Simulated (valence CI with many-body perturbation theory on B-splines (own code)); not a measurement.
**Pr46+: electric-dipole lines**

Level of theory: valence CI with perturbative core correlation (CI+MBPT): three valence electrons over a frozen Dirac-Fock core [Ne], radial functions for each j: 11 s, 11 p, 10 d, 8 f, 5 g, 2 h, with the one-electron correlation potential Σ1 (screened to all orders), the two-electron term Σ2, the three-electron term Σ3, Breit, model QED; selected single and double excitations, second order for the rest, scaled by the run's own slope (own B-spline code, finite nucleus).

The last digits are not significant, and no measured levels were compared; by estimate large intervals hold to a few tenths of a per cent, small ones and those within an open d or f shell to about a per cent.

Lines 1 to 50 of 588 in falling wavelength, among levels below 1880.3 eV, chosen from the strongest by gf and those to the six lowest levels. Wavelengths and rates use the calculated energies. Electric multipoles are in the length gauge, E1 and E2 with the static RPA response of the core. Weak lines are less certain than strong ones. Lines between different terms over intervals too small for the method are left out, as are lines whose strength nearly cancels. The highest levels of a list are the least certain.

Levels are named by their leading jj configuration (3d3/2^4 stands for four electrons in 3d with j = 3/2), which in mixed levels can hold well under half, so a name can repeat and another be missing. Letters in brackets count levels of one name in rising energy.

| λ vac (nm) | Upper | Lower | A (s⁻¹) | S (a.u.) |
| --- | --- | --- | --- | --- |
| 25.26 | (3s 3p1/2 4p1/2) J=1/2 [a] | (3s 3p1/2 4s) J=1/2 [a] | 6.62e+09 | 1.05e-01 |
| 23.39 | (3s^2 4p1/2) J=1/2 | (3s^2 4s) J=1/2 | 8.83e+09 | 1.11e-01 |
| 22.44 | (3s 3p1/2 4p1/2) J=1/2 [b] | (3s 3p1/2 4s) J=3/2 | 6.83e+09 | 7.62e-02 |
| 12.92 | (3s 3p1/2 3p3/2) J=3/2 [a] | (3s^2 3p3/2) J=3/2 | 1.01e+09 | 4.30e-03 |
| 12.63 | (3p1/2 3p3/2 3d5/2) J=7/2 [b] | (3s 3p3/2 3d5/2) J=5/2 [b] | 6.48e+09 | 5.16e-02 |
| 12.53 | (3s^2 4p3/2) J=3/2 | (3s^2 4s) J=1/2 | 2.84e+10 | 1.10e-01 |
| 12.30 | (3p1/2 3p3/2 3d5/2) J=9/2 | (3s 3p3/2 3d5/2) J=7/2 [b] | 5.16e+09 | 4.74e-02 |
| 11.91 | (3p1/2 3d3/2^2) J=5/2 | (3s 3d3/2^2) J=3/2 | 9.83e+09 | 4.91e-02 |
| 11.82 | (3p1/2 3d3/2 3d5/2) J=9/2 | (3s 3d3/2 3d5/2) J=7/2 [b] | 1.50e+10 | 1.22e-01 |
| 11.39 | (3s 3p1/2 3p3/2) J=5/2 | (3s^2 3p3/2) J=3/2 | 6.78e+09 | 2.97e-02 |
| 11.26 | (3s 3p1/2 3d5/2) J=7/2 | (3s^2 3d5/2) J=5/2 | 1.05e+10 | 5.93e-02 |
| 11.17 | (3p1/2 3d3/2 3d5/2) J=7/2 [a] | (3s 3d3/2 3d5/2) J=7/2 [a] | 8.34e+09 | 4.59e-02 |
| 11.11 | (3p1/2 3d5/2^2) J=5/2 | (3s 3d5/2^2) J=3/2 | 1.59e+10 | 6.45e-02 |
| 10.96 | (3p1/2 3d5/2^2) J=9/2 | (3s 3d5/2^2) J=7/2 | 2.19e+10 | 1.42e-01 |
| 10.96 | (3p1/2 3d3/2 3d5/2) J=9/2 | (3s 3d3/2 3d5/2) J=9/2 | 8.60e+09 | 5.58e-02 |
| 10.90 | (3p1/2 3p3/2 3d5/2) J=9/2 | (3s 3p3/2 3d5/2) J=7/2 [a] | 9.53e+09 | 6.10e-02 |
| 10.85 | (3s 3p1/2 4s) J=3/2 | (3s^2 4s) J=1/2 | 5.79e+10 | 1.46e-01 |
| 10.80 | (3s^2 4d3/2) J=3/2 | (3s^2 4p1/2) J=1/2 | 8.61e+10 | 2.14e-01 |
| 10.63 | (3s 3p1/2^2) J=1/2 | (3s^2 3p1/2) J=1/2 | 1.70e+10 | 2.02e-02 |
| 10.56 | (3p1/2^2 3p3/2) J=3/2 | (3s 3p1/2 3p3/2) J=3/2 [b] | 6.23e+09 | 1.45e-02 |
| 10.43 | (3p1/2 3p3/2 3d5/2) J=5/2 [a] | (3s 3p3/2 3d5/2) J=3/2 [a] | 1.20e+10 | 4.04e-02 |
| 10.37 | (3p1/2 3d3/2 3d5/2) J=5/2 [b] | (3s 3d3/2 3d5/2) J=5/2 [b] | 1.07e+10 | 3.53e-02 |
| 10.33 | (3p1/2 3p3/2 3d3/2) J=7/2 | (3s 3p3/2 3d3/2) J=7/2 | 1.06e+10 | 4.64e-02 |
| 10.31 | (3p1/2 3d5/2^2) J=3/2 | (3s 3d5/2^2) J=5/2 | 2.50e+10 | 5.40e-02 |
| 10.28 | (3p1/2 3d5/2^2) J=5/2 | (3s 3d5/2^2) J=5/2 | 1.80e+10 | 5.79e-02 |
| 10.14 | (3p1/2 3d5/2^2) J=1/2 | (3s 3d5/2^2) J=1/2 | 3.59e+10 | 3.69e-02 |
| 10.11 | (3p1/2^2 3d5/2) J=5/2 | (3s 3p1/2 3d5/2) J=3/2 | 1.92e+10 | 5.86e-02 |
| 10.09 | (3p1/2 3d3/2 3d5/2) J=7/2 [b] | (3s 3d3/2 3d5/2) J=7/2 [b] | 8.57e+09 | 3.48e-02 |
| 10.06 | (3p1/2 3d5/2^2) J=7/2 | (3s 3d5/2^2) J=9/2 | 2.48e+10 | 9.97e-02 |
| 10.01 | (3p1/2 3d5/2^2) J=9/2 | (3s 3d5/2^2) J=9/2 | 1.61e+10 | 7.98e-02 |
| 9.888 | (3p1/2 3p3/2 3d5/2) J=3/2 [a] | (3s 3p3/2 3d5/2) J=5/2 [a] | 2.22e+10 | 4.24e-02 |
| 9.848 | (3s 3p1/2 3p3/2) J=3/2 [b] | (3s^2 3p3/2) J=3/2 | 1.11e+10 | 2.09e-02 |
| 9.845 | (3p1/2 3d3/2^2) J=3/2 | (3s 3d3/2^2) J=5/2 | 2.09e+10 | 3.95e-02 |
| 9.834 | (3p1/2^2 3d5/2) J=5/2 | (3s 3p1/2 3d5/2) J=5/2 [b] | 2.30e+10 | 6.48e-02 |
| 9.672 | (3p1/2 3p3/2 3d5/2) J=5/2 [a] | (3s 3p3/2 3d5/2) J=5/2 [a] | 1.89e+10 | 5.08e-02 |
| 9.653 | (3p1/2 3p3/2 3d5/2) J=7/2 [b] | (3s 3p3/2 3d5/2) J=7/2 [a] | 9.92e+09 | 3.52e-02 |
| 9.513 | (3p1/2 3p3/2^2) J=5/2 | (3s 3p3/2^2) J=5/2 | 1.48e+10 | 3.78e-02 |
| 9.457 | (3p1/2 3d3/2 3d5/2) J=7/2 [b] | (3s 3d3/2 3d5/2) J=9/2 | 3.18e+10 | 1.06e-01 |
| 9.439 | (3s 3p1/2 3d3/2) J=3/2 [a] | (3s 3p1/2 3p3/2) J=3/2 [b] | 9.66e+09 | 1.60e-02 |
| 9.330 | (3p1/2 3p3/2 3d5/2) J=5/2 [b] | (3s 3p3/2 3d5/2) J=7/2 [a] | 1.80e+10 | 4.33e-02 |
| 9.251 | (3s 3p1/2 3p3/2) J=1/2 | (3s^2 3p3/2) J=3/2 | 1.70e+10 | 1.33e-02 |
| 9.243 | (3p1/2 3p3/2 3d5/2) J=7/2 [a] | (3s 3p3/2 3d5/2) J=9/2 | 3.30e+10 | 1.03e-01 |
| 9.224 | (3p1/2^2 3p3/2) J=3/2 | (3s 3p1/2 3p3/2) J=5/2 | 3.66e+10 | 5.67e-02 |
| 9.214 | (3p1/2^2 3d5/2) J=5/2 | (3s 3p1/2 3d5/2) J=7/2 | 4.34e+10 | 1.01e-01 |
| 9.199 | (3p1/2 3p3/2^2) J=3/2 | (3s 3p3/2^2) J=5/2 | 2.75e+10 | 4.22e-02 |
| 9.186 | (3p1/2^2 3d3/2) J=3/2 | (3s 3p1/2 3d3/2) J=5/2 | 4.72e+10 | 7.22e-02 |
| 8.934 | (3p1/2 3d3/2 3d5/2) J=5/2 [b] | (3s 3d3/2 3d5/2) J=7/2 [a] | 2.02e+10 | 4.26e-02 |
| 8.905 | (3p1/2 3p3/2 3d3/2) J=5/2 [b] | (3s 3p3/2 3d3/2) J=7/2 | 3.75e+10 | 7.83e-02 |
| 8.816 | (3s 3p1/2 3d3/2) J=5/2 | (3s 3p1/2 3p3/2) J=3/2 [b] | 2.05e+09 | 4.17e-03 |
| 8.803 | (3p1/2 3p3/2 3d5/2) J=9/2 | (3s 3p3/2 3d5/2) J=9/2 | 2.56e+10 | 8.61e-02 |
